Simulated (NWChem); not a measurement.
# trimethylarsine (C$_{3}$H$_{9}$As); SMILES C[As](C)C

Results from NWChem. Pople sets run with spherical d functions. Geometry: optimised at PBE-D3(BJ)/def2-SVP. Ions are spin-unrestricted doublets at the neutral geometry; other ion states weren't tried. Functional: LC-ωPBE (HJS hole) with 6-31G*; rows give the range parameter ω in 1/bohr.

```
range parameter (1/bohr)  vertical ionisation energy, ΔSCF (eV)  −ε(HOMO) (eV)  ΔSCF minus −ε(HOMO) (eV)
------------------------  -------------------------------------  -------------  ------------------------
0.10                                                        [?]            [?]                       [?]
0.15                                                       8.44           7.31                      1.13
0.20                                                       8.48           7.80                      0.68
0.50                                                       8.70           9.33                     -0.63
0.80                                                       8.76           9.74                     -0.98
```

Complete the blanks.


- 0.10, vertical ionisation energy, ΔSCF (eV): 8.41
- 0.10, −ε(HOMO) (eV): 6.72
- 0.10, ΔSCF minus −ε(HOMO) (eV): 1.69
